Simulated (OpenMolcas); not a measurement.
**Te+: thermal populations, worked from levels**

| Item | Value |
| --- | --- |
| Program | OpenMolcas |
| Basis | ANO-RCC-VQZP [8s7p5d3f2g] |
| Scalar Hamiltonian | DKH2, point nucleus |
| Active space | 5 electrons in 9 orbitals (RAS2 5s 5p; RAS3 5d, at most 2 electrons) |
| State averaging | 2S+1 = 4 odd, 1 root; 2S+1 = 2 odd, 8 roots; 2S+1 = 4 even, 3 roots; 2S+1 = 2 even, 8 roots |
| Spin-orbit coupling | state interaction with AMFI integrals over the reference wave functions, term energies averaged over their components |

Methods: RASSCF; SS-RASPT2, IPEA 0.25 Eh, imaginary shift 0.1 Eh (closed shells correlated: 4d). Measured levels: NIST Handbook of Basic Atomic Spectroscopic Data.

**Thermal populations.** Z = Σ (2J + 1) exp(-E/kT) with k = 0.695035 cm-1/K, over the levels below. No other level of either list lies under 76900 cm-1, which is above 7 kT at each temperature.

```tsv
Level	2J + 1	SS-RASPT2	measured
5s2 5p3 4S* 3/2	4	0.0	0.0
5s2 5p3 2D* 3/2	4	10660	10222
5s2 5p3 2D* 5/2	6	12420	12422
5s2 5p3 2P* 1/2	2	21160	20547
5s2 5p3 2P* 3/2	4	23710	24032
5s 5p4 4P 5/2	6	71630	71193
5s 5p4 4P 3/2	4	75000	74893
```

| T (K) | Z, SS-RASPT2 | Z, measured levels | Ground level (%), SS-RASPT2 | Ground level (%), measured levels |
| --- | --- | --- | --- | --- |
| 5000 | 4.363 | 4.389 | 91.7 | 91.1 |
| 8000 | 5.332 | 5.382 | 75.0 | 74.3 |
| 12000 | 6.861 | 6.924 | 58.3 | 57.8 |

At 12000 K, kT = 8340 cm-1, and the computed levels give Z = 4.000 + 1.114 + 1.353 + 0.158 + 0.233 + 0.001 + 0.000 = 6.861.

CASPT2 does not keep the components of a term degenerate, so their means are used; among the terms shown or strongly mixed into the levels shown the widest spread is 11 cm-1 (5s2 5p3 2D*, SS-RASPT2). The run also gave levels led by 5s2 5p2 5d, which use shells meant for correlation; these and all levels above them are left out. Some terms mix strongly with configurations of 5d, whose occupation reaches 0.21 (5s 5p4 4P). Measured partners are found by configuration, term and J. A level has none where our copy of the source lacks it or the pairing is in doubt (some pairs that miss far off the trend of their configuration count as doubtful), and it then counts in no deviation. Only configurations of the active space appear.

* marks odd parity.
